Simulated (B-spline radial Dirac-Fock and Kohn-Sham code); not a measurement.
## Radiative decay of the K hole in Nd⁴⁺

System: neodymium as Nd⁴⁺, configuration 1s2 2s2 2p6 3s2 3p6 3d10 4s2 4p6 4d10 4f2 5s2 5p6.

Level of theory: independent-particle radiative and Coulomb Auger rates from relativistic LDA hole-state orbitals, with Dirac-Fock energies; an atomic code on a B-spline grid.

```csv
line,multipole,energy (eV),width (meV),share (%)
Kα2,E1,36843.3,4470,28.7
Kα1,E1,37357.0,8130,52.2
Kβ3,E1,42158.5,793,5.09
Kβ1,E1,42262.9,1540,9.89
Kβ5'',E2,42563.4,10.5,0.0676
Kβ5',E2,42585.2,14.1,0.0904
Kβ2'',E1,43307.8,175,1.12
Kβ2',E1,43330.7,341,2.19
K-N5,E2,43448.5,3.17,0.0204
K-O2,E1,43556.6,31.4,0.202
K-O3,E1,43560.4,61.5,0.395
```

The listed lines hold 100.0 % of the radiative rate. The radiative width is 15.6 eV in the length form and 15.9 eV in the velocity form; the two differ because the transition energies are not eigenvalue differences of the potential that gave the orbitals. Kα2/Kα1 is 0.549 and Kβ/Kα is 0.236.

Values without a named source are computed, but for edge energies of neutral atoms, which are taken from tables.
